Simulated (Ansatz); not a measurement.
Mulliken charges of CH₆BFGe, SMILES `[BH2][GeH]([CH3])[F]` from ωB97M-V/def2-TZVPP in Ansatz (PBE0-D4/def2-TZVP geometry).

| atom | x (Å) | y (Å) | z (Å) | charge (e) |
| --- | --- | --- | --- | --- |
| B1 | -0.868 | 1.601 | -0.597 | -0.191 |
| Ge2 | 0.035 | -0.245 | -0.644 | 0.477 |
| C3 | 0.694 | -0.890 | 1.073 | -0.468 |
| F4 | -1.143 | -1.445 | -1.155 | -0.409 |
| H5 | -2.018 | 1.743 | -0.880 | 0.111 |
| H6 | -0.230 | 2.561 | -0.278 | 0.095 |
| H7 | 1.148 | -0.324 | -1.713 | -0.010 |
| H8 | 1.082 | -1.902 | 0.950 | 0.138 |
| H9 | -0.111 | -0.907 | 1.808 | 0.130 |
| H10 | 1.494 | -0.244 | 1.438 | 0.127 |

By hand: the dipole of these point charges (1 e Å = 4.8032 D).

Σ q r = (0.392, 0.614, 0.219) e Å, of length 0.761 e Å = 3.66 D.

How does the dipole of the full density compare? (Estimate.)

Ansatz gave: (0.282, 0.354, 0.266) e Å, 2.52 D; the point charges give 1.45 times that, at 15° from its direction.

Point charges leave out the atoms' own dipoles, such as those of lone pairs, and Mulliken's split depends on the basis, so the two needn't agree.
